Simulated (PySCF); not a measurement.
SMILES B1OBOBO1 (PBE0/def2-SVP optimised geometry):

```
9

B      0.770     0.015    -0.001
O      0.072     1.195     0.000
B     -1.300     1.195     0.000
O     -1.972     0.000     0.000
B     -1.286    -1.188    -0.001
O      0.084    -1.173    -0.002
H      1.972     0.021     0.000
H     -1.906     2.232     0.000
H     -1.882    -2.232    -0.001
```

Level of theory: PBE0/def2-TZVP (PySCF).

Task: What are the frontier orbital energies and the dipole moment?

Result: HOMO-2 -10.96 eV, HOMO-1 -9.63 eV, HOMO -9.62 eV, LUMO -0.58 eV, LUMO+1 -0.58 eV; dipole moment 0.00 D.

On the same geometry PBE/def2-TZVP (PySCF) gives HOMO-2 -9.43 eV, HOMO-1 -8.01 eV, HOMO -8.00 eV, LUMO -1.67 eV, LUMO+1 -1.67 eV; dipole moment 0.00 D.

Meta-Löwdin charges at PBE0/def2-TZVP: B1 0.38, O2 -0.40, B3 0.38, O4 -0.40, B5 0.38, O6 -0.40, H7 0.01, H8 0.01, H9 0.01.
